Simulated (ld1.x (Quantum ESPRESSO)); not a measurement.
**zirconium: excitation energies, all-electron against TM**

Zr, norm-conserving Troullier–Martins (Kleinman–Bylander form), made with ld1.x (Quantum ESPRESSO) 7.5 (LDA (PZ), scalar-relativistic). Core [Kr], reference 4d2 5s2 5p0. Waves: 5p (bound, empty): rc 3.55 bohr; 4d (bound): rc 2.75 bohr; 5s (bound): rc 2.25 bohr. Local part: the s channel. Core correction: none.

Energies are relative to the spin-unpolarised reference configuration 4d2 5s2 5p0; without spin polarisation the order of configurations can differ from experiment. Spin-polarised rows fill each open shell by Hund’s rule, majority spin first.

```csv
valence configuration,charge,ΔE all-electron (eV),error AE − PS (meV)
4d2 5s1 5p0,+1,7.352,+17
4d2 5s0 5p0,+2,20.593,+102
4d1 5s0 5p0,+3,43.414,+230
4d1 5s2 5p1,0,3.065,+113
4d2.5 5s1.5 5p0,0,0.526,+14
4d3 5s0 5p0,+1,7.809,+107
4d2 5s2 5p0 (spin-polarised),0,-0.483,+802
4d2 5s1 5p0 (spin-polarised),+1,6.271,+1211
```

(1) What are ΔE and the potential's error for 4d2 5s1.5 5p0?

Levels in the configuration 4d2 5s2 5p0 (spin-polarised):

```json
{"level": "4d up", "all-electron (eV)": "-4.121", "pseudo (eV)": "-4.573"}
{"level": "5s up", "all-electron (eV)": "-4.826", "pseudo (eV)": "-4.875"}
{"level": "5s down", "all-electron (eV)": "-4.266", "pseudo (eV)": "-4.049"}
```

Results:

(1) ΔE = 2.971 eV all-electron; the error (AE − PS) is +3.2 meV.
